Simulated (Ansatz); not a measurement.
Reaction (cleavage of the Ge–B bond): `C[B](F)[GeH2][Cl]` + HBr → `[Cl][GeH2][Br]` + `CBF`

Gas-phase electronic energies from Ansatz, PBE0-D4/def2-TZVP geometries. CCSD(T)/CBS is the MP2 limit (def2-TZVPP, def2-QZVPP) plus CCSD(T) − MP2 in def2-TZVPP, frozen cores. This one scheme is used for every species. Functionals use def2-TZVPP. B3LYP here is the variant with VWN-RPA as its local correlation; programs differ in this. For Br, Ge outer-core shells are correlated without core-valence functions, which leaves a few kJ/mol of doubt a bond. Scalar relativity is left out up to krypton. Each species was taken in one conformer, which may not be the lowest.

| level | ΔE (kJ/mol) | difference from CCSD(T)/CBS |
| --- | --- | --- |
| CAM-B3LYP-D4 | -87.1 | -0.8 |
| B2PLYP | -93.1 | -6.8 |
| revPBE | -84.5 | 1.8 |
| B3LYP | -91.7 | -5.4 |
| r2SCANh | -89.5 | -3.2 |
| r2SCAN0 | -91.8 | -5.5 |
| CAM-B3LYP | -89.7 | -3.4 |
| LC-ωPBE | -84.7 | 1.6 |
| RPA@PBE/def2-TZVPP | -81.6 | 4.7 |
| MP2/def2-SVP | -94.9 | -8.6 |
| HF/def2-TZVPP | -111.7 | -25.4 |
| SCS-MP2/def2-TZVPP | -94.7 | -8.4 |
| CCSD/def2-TZVPP | -87.5 | -1.2 |
| HF/def2-QZVPP | -112.5 | -26.2 |
| SCS-MP2/def2-QZVPP | -95.6 | -9.3 |
| CCSD/CBS(def2) | -88.3 | -2.0 |
| CCSD(T)/CBS | -86.3 | 0 |

Largest T1 diagnostic among the species: 0.012.

From BLYP to BHLYP (50 % exact exchange), in def2-TZVPP and without D4, ΔE moves by −10.6 kJ/mol. Leaving LDA and LC-ωPBE aside and taking each functional with its dispersion term where it has one, the values, not all of them listed here, spread over 17.8 kJ/mol, from BHLYP-D4 to revPBE-D4. LDA lies +10.1 kJ/mol from PBE without D4.

CCSD(T)/CBS has its own doubt, a few kJ/mol and more with outer-core shells, so smaller differences from it don't rank the levels.
